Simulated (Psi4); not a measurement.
Cl$_{2}$Sr, charge +1, doublet, geometry from GFN2-xTB (such geometries of metal compounds can be far from the true shape) (a state made from the parent by changing its charge; the spin is typed, not shown lowest) (core potentials on Sr); Psi4 with WB97M-V/def2-TZVP.

Here is a job for Psi4.
```
memory 2 GB

molecule {
1 2
  Sr    0.42538366   -0.91903218    0.19248417
  Cl    0.49296414    1.27448702   -1.17433119
  Cl   -1.44382173    0.77982020    0.74407246
}

set basis def2-tzvp
set reference uks
set scf_type pk
set puream true
set d_convergence 1e-8
set dft_radial_points 99
set dft_spherical_points 590

energy('wb97m-v')
print_variables()
```

The log (banner, timings and long lists left out):

```
   => Loading Basis Set <=

    Name: DEF2-TZVP
    Role: ORBITAL
    Keyword: BASIS

    !!!  WARNING: ECP capability is in beta. Please check occupations closely.  !!!

         ---------------------------------------------------------
                                   SCF
               by Justin Turney, Rob Parrish, Andy Simmonett
                          and Daniel G. A. Smith
                              UKS Reference
         ---------------------------------------------------------

  ==> Geometry <==

    Molecular point group: c2v
    Full point group: C2v

    Geometry (in Angstrom), charge = 1, multiplicity = 2:

       Center              X                  Y                   Z               Mass
    ------------   -----------------  -----------------  -----------------  -----------------
         SR          -0.000000000000    -0.000000000000    -0.967226236810    87.905612500000
         CL           1.385289440277     0.000000000000     1.215719250873    34.968852682000
         CL          -1.385289440277    -0.000000000000     1.215719250873    34.968852682000

  Running in c2v symmetry.

  Rotational constants: A =      0.12560  B =      0.09083  C =      0.05271 [cm^-1]
  Rotational constants: A =   3765.51839  B =   2722.88711  C =   1580.21589 [MHz]
  Nuclear repulsion =  124.789606073605341

  Charge       = 1
  Multiplicity = 2
  Electrons    = 43
  Nalpha       = 22
  Nbeta        = 21

  ==> Algorithm <==

  SCF Algorithm Type is PK.
  DIIS enabled.
  MOM disabled.
  Fractional occupation disabled.
  Guess Type is SAD.
  Energy threshold   = 1.00e-06
  Density threshold  = 1.00e-08
  Integral threshold = 1.00e-12

  ==> Primary Basis <==

  Basis Set: DEF2-TZVP
    Blend: DEF2-TZVP
    Number of shells: 39
    Number of basis functions: 107
    Number of Cartesian functions: 120
    Spherical Harmonics?: true
    Max angular momentum: 3

  Core potential: DEF2-TZVP
    Number of shells: 4
    Number of ECP primitives: 10
    Number of ECP core electrons: 28
    Max angular momentum: 3

  ==> DFT Potential <==

   => LibXC <=

    Version 7.1.2
    S. Lehtola, C. Steigemann, M. J. T. Oliveira, and M. A. L. Marques,  SoftwareX 7, 1–5 (2018) (10.1016/j.softx.2017.11.002)

   => Composite Functional: WB97M-V <=

    wB97M-V Hyb-GGA Exchange-Correlation Functional

    N. Mardirossian and M. Head-Gordon,  J. Chem. Phys. 144, 214110 (2016) (10.1063/1.4952647)

    Deriv               =              1
    GGA                 =           TRUE
    Meta                =           TRUE

    Exchange Hybrid     =           TRUE
    MP2 Hybrid          =          FALSE

   => Exchange-Correlation Functionals <=

    1.0000   wB97M-V exchange-correlation functional

   => Exact (HF) Exchange <=

    0.8500            HF,LR [omega = 0.3000]
    0.1500               HF

   => LibXC Density Thresholds  <==

    XC_HYB_MGGA_XC_WB97M_V:  1.00E-13

   => VV10 Non-Local Parameters <=

    VV10 B              =     6.0000E+00
    VV10 C              =     1.0000E-02

   => Molecular Quadrature <=

    Radial Scheme          =       TREUTLER
    Pruning Scheme         =           NONE
    Nuclear Scheme         =       TREUTLER

    Blocking Scheme        =         OCTREE
    BS radius alpha        =              1
    Pruning alpha          =              1
    Radial Points          =             99
    Spherical Points       =            590
    Total Points           =         167946
    Total Blocks           =           1440
    Max Points             =            255
    Max Functions          =            101
    Weights Tolerance      =       1.00E-15

  ==> Integral Setup <==

  Using in-core PK algorithm.
   Calculation information:
      Number of atoms:                   3
      Number of AO shells:              39
      Number of primitives:             73
      Number of atomic orbitals:       120
      Number of basis functions:       107

      Integral cutoff                 1.00e-12
      Number of threads:                 1

  Performing in-core PK
  Using 50086593 doubles for integral storage.
  We computed 265529 shell quartets total.
  Whereas there are 304590 unique shell quartets.

  Computing range-separated integrals for PK
  We computed 265529 wK shell quartets total.
  Whereas there are 304590 wK unique shell quartets.

  ==> DiskJK: Disk-Based J/K Matrices <==

    J tasked:                  Yes
    K tasked:                  Yes
    wK tasked:                 Yes
    Omega:               3.000E-01
    Schwarz Cutoff:          1E-12

  Minimum eigenvalue in the overlap matrix is 1.0308811789E-02.
  Reciprocal condition number of the overlap matrix is 2.5860550479E-03.
    Using symmetric orthogonalization.

  ==> Pre-Iterations <==

  SCF Guess: Superposition of Atomic Densities via on-the-fly atomic UHF (no occupation information).

   -------------------------
    Irrep   Nso     Nmo
   -------------------------
     A1        41      41
     A2        15      15
     B1        32      32
     B2        19      19
   -------------------------
    Total     107     107
   -------------------------

  ==> Iterations <==

                        Total Energy        Delta E     RMS |[F,P]|

   @UKS iter SAD:  -950.84351045095866   -9.50844e+02   0.00000e+00
   @UKS iter   1:  -950.81449460130989    2.90158e-02   6.14205e-03 DIIS/ADIIS
   @UKS iter   2:  -950.85240058472334   -3.79060e-02   3.56426e-03 DIIS/ADIIS
   @UKS iter   3:  -950.86490943234719   -1.25088e-02   2.88365e-04 DIIS/ADIIS
   @UKS iter   4:  -950.86527527730277   -3.65845e-04   9.36319e-05 DIIS
   @UKS iter   5:  -950.86531329982631   -3.80225e-05   3.25116e-05 DIIS
   @UKS iter   6:  -950.86532200707245   -8.70725e-06   1.39305e-05 DIIS
   @UKS iter   7:  -950.86532518560284   -3.17853e-06   9.25939e-06 DIIS
   @UKS iter   8:  -950.86532699338716   -1.80778e-06   5.41910e-06 DIIS
   @UKS iter   9:  -950.86532794439540   -9.51008e-07   1.98725e-06 DIIS
   @UKS iter  10:  -950.86532803225998   -8.78646e-08   3.97195e-07 DIIS
   @UKS iter  11:  -950.86532803409693   -1.83695e-09   9.75036e-08 DIIS
   @UKS iter  12:  -950.86532803414457   -4.76348e-11   2.51476e-08 DIIS
   @UKS iter  13:  -950.86532803414889   -4.32010e-12   5.16467e-09 DIIS
  Energy and wave function converged.

  ==> Post-Iterations <==

   Electrons on quadrature grid:
      Nalpha   =   22.0000015105 ; deviation = 1.511e-06
      Nbeta    =   21.0000015999 ; deviation = 1.600e-06
      Ntotal   =   43.0000031104 ; deviation = 3.110e-06

   @Spin Contamination Metric:   5.637825609E-03
   @S^2 Expected:                7.500000000E-01
   @S^2 Observed:                7.556378256E-01
   @S   Expected:                5.000000000E-01
   @S   Observed:                5.000000000E-01

    Orbital Energies [Eh]
    ---------------------

    Alpha Occupied:

[...]
       8B1    -0.553426

    Alpha Virtual:

[...]
      41A1    69.835353

    Beta Occupied:

[...]
    Beta Virtual:

[...]
    Final Occupation by Irrep:
             A1    A2    B1    B2
    DOCC [     9,    2,    7,    3 ]
    SOCC [     0,    0,    1,    0 ]
    NA   [     9,    2,    8,    3 ]
    NB   [     9,    2,    7,    3 ]

  @UKS Final Energy:  -950.86532803414889

   => Energetics <=

    Nuclear Repulsion Energy =            124.7896060736053414
    One-Electron Energy =               -1563.1785430977470241
    Two-Electron Energy =                 533.4599598818406321
    DFT Exchange-Correlation Energy =     -46.1123288195362164
    Empirical Dispersion Energy =           0.0000000000000000
    VV10 Nonlocal Energy =                  0.1759779276884700
    Total Energy =                       -950.8653280341488880

  UHF NO Occupations:
  HONO-2 :    7 B1 1.9998246
  HONO-1 :    9 A1 1.9977324
  HONO-0 :    8 B1 1.0000000
  LUNO+0 :   10 A1 0.0022676
  LUNO+1 :    9 B1 0.0001754
  LUNO+2 :   11 A1 0.0001158
  LUNO+3 :    4 B2 0.0000723

Computation Completed

Properties will be evaluated at   0.000000,   0.000000,   0.000000 [a0]

Properties computed using the SCF density matrix

 Multipole Moments:

 ------------------------------------------------------------------------------------
     Multipole            Electronic (a.u.)      Nuclear  (a.u.)        Total (a.u.)
 ------------------------------------------------------------------------------------

 L = 1.  Multiply by 2.5417464519 to convert [e a0] to [Debye]
 Dipole X            :          0.0000000            0.0000000            0.0000000
 Dipole Y            :          0.0000000           -0.0000000           -0.0000000
 Dipole Z            :        -63.4260942           59.8328717           -3.5932225
 Magnitude           :                                                    3.5932225

 ------------------------------------------------------------------------------------

  Variable Map:
  ----------------------------------------------------------------------------
[...]
  Array Variable Map:
  ----------------------------------------------------------------------------
[...]
[...]
```
